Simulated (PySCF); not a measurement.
Ga(F)2(OAc) (C2H3F2GaO2), SMILES [F][Ga]([F])[O]C(C)=O. Atoms are numbered in the order given.

```xyz
10

Ga    -0.0014     0.7554     0.0000
F      1.4962     1.6460     0.0000
F     -1.5232     1.6046     0.0000
O      0.0170    -0.9058     1.0859
C      0.0213    -1.5770     0.0000
C     -0.0019    -3.0685     0.0000
O      0.0170    -0.9058    -1.0859
H      0.4778    -3.4569    -0.9068
H      0.4778    -3.4569     0.9068
H     -1.0559    -3.3920     0.0000
```

Geometry: B3LYP-D3(BJ)/def2-SVP. One conformer was computed; it need not be the lowest.

Calculation: PBE/def2-TZVP in PySCF.

Symmetry labels are those of the subgroup Cs that the program uses (full group Cs).

Computed valence orbital energies around the gap with their symmetry:
```tsv
orbital	symmetry	energy (eV)
HOMO−7	A'	-10.01
HOMO−6	A'	-9.75
HOMO−5	A"	-9.40
HOMO−4	A"	-9.02
HOMO−3	A'	-8.90
HOMO−2	A'	-8.80
HOMO−1	A"	-8.49
HOMO	A"	-8.04
LUMO	A'	-2.24
LUMO+1	A'	-1.98
LUMO+2	A"	-0.05
LUMO+3	A'	0.15
```
